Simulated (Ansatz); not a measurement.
The cluster Hf₅⁻, relaxed as a doublet with UKS PBE-D4/def2-SVPD in Ansatz, starting from the GFN2-xTB geometry. Force threshold 0.02 eV/Å.

In the def2 sets Hf takes a core potential; there is no spin–orbit coupling. The highest occupied level of the charge -1 doublet lies above zero (up to 0.57 eV). It is a level of β spin, whose loss leaves a triplet; that state wasn't run at this geometry and level. The electron is either unbound and held by the finite basis, or the level is raised by self-interaction error. The relaxation made no stability test and no search for a lower SCF solution. No other spin state of charge -1 was run. The structure comes from a short search, and lower isomers may exist.

Start:

Cartesian coordinates in Å:
```
Hf 1.9634 -0.4435 0.2619
Hf -0.6072 0.9622 -1.6811
Hf -1.3565 -0.5176 1.4171
Hf -0.2949 -1.8953 -0.9763
Hf 0.2951 1.8941 0.9784
```

(1) Estimate the energy that the relaxation releases and the steps that it takes.

(2) Does the start keep its bonding and symmetry?

(3) Predict the relaxed structure.

## Answers

(1) 56.2 kcal/mol, in 7 steps; 2.1 min on 4 threads of Arm Neoverse V1 on a shared host. The force fell under the threshold at step 6, but the optimiser went on. No frequencies were taken in this run, so the end may be a saddle point.

(2) By distances, no bond broke or formed. The bond that changes most is Hf1–Hf2, from 3.52 to 2.82 Å (atoms count from 1). Point group D3h at the start, D3h at the end, both within 0.05 Å.

(3) 
```xyz
5

Hf    1.5810   -0.3537    0.2071
Hf   -0.4832    0.7741   -1.3545
Hf   -1.0989   -0.4208    1.1486
Hf   -0.3183   -2.0417   -1.0537
Hf    0.3194    2.0421    1.0526
```
Bond lengths (bridged metal pairs left out): 9 × Hf–Hf 2.82 to 2.84 Å.
